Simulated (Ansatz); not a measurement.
Harmonic frequencies (cm⁻¹) at PBE0-D4/def2-TZVP from Ansatz: 138, 157, 173, 191, 221, 227, 242, 278, 398, 431, 465, 715, 776, 793, 808, 3926, 3933, 3940.

Each molecule was computed in one conformer, which needn't be the lowest.

Problem. Which molecule is it?
A. `[NH2][Ti]([OH])([Cl])[Cl]`
B. `C#[C][Ti]([OH])([F])[F]`
C. `[OH][Ti]([OH])([OH])[F]`
D. `[CH3][Ti]([F])([F])[F]`

Solution. C.
